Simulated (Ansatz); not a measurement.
F₂Ge (`[F][Ge][F]`). Total charge 0; spin multiplicity 1.

Problem. What are the harmonic wavenumbers in cm⁻¹ at PBE0-D4/def2-TZVP (Ansatz, finite differences of forces, unscaled)? (An estimate is asked.)

Solution. The calculation gave: 260, 669, 695.

Problem. Is this a minimum?

Solution. Yes, all 3 modes are real.

Problem. Give the ideal-gas thermochemistry at 298.15 K and 1 bar (rigid rotor, harmonic oscillator; point group C2v, symmetry number 2).

Solution. Zero-point energy 9.7 kJ/mol; H(298) − E = 21.5 kJ/mol; entropy 271.0 J/(mol·K), of which translation 167.5, rotation 93.8, vibration 9.7; G(298) − E = -59.3 kJ/mol.

Problem. And at 400, 500, 600, 800 and 1000 K?

Solution. 
```csv
T (K),H − E (kJ/mol),S (J/mol/K),G − E (kJ/mol)
400,26.6,285.6,-87.7
500,31.8,297.3,-116.8
600,37.2,307.1,-147.1
800,48.3,323.1,-210.2
1000,59.6,335.7,-276.1
```

Problem. Rotational constants (cm⁻¹)?

Solution. 0.508, 0.2588, 0.1715.
